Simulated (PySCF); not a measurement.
# How methods differ on the excitation energy of Cl(2+)

Cl(2+) [Ne] 3s2 3p3 (4S) → Cl(2+) [Ne] 3s1 3p3 4s1 (6S), as a difference of total energies. Calculation: PySCF 2.14, in x2c-QZVPPall with one added diffuse shell each of s, p, d, f type (10s7p5d3f1g, 86 functions); the spin-free X2C one-electron Hamiltonian (Gaussian nucleus). Correlated levels: valence: [Ne] frozen; valence and next inner shell: 1s2 frozen. The calculations carry no spin-orbit coupling.

```csv
method,excitation energy (eV)
UHF,28.111
LDA,30.201
PBE,30.111
PBE0,30.055
r2SCAN,29.637
LC-wPBE,30.423
B2PLYP,30.517
BHandHLYP,30.626
ROHF,28.102
MP2 (valence),29.857
SCS-MP2 (valence),30.496
MP2 (valence and next inner shell),30.100
SCS-MP2 (valence and next inner shell),30.680
```

How much does correlation contribute at MP2 (valence and next inner shell)?

30.100 − (28.111) = 1.989 eV, measured against UHF.

The promoted electron is Rydberg-like, and one or two diffuse shells describe it only roughly, which tends to raise the upper state.
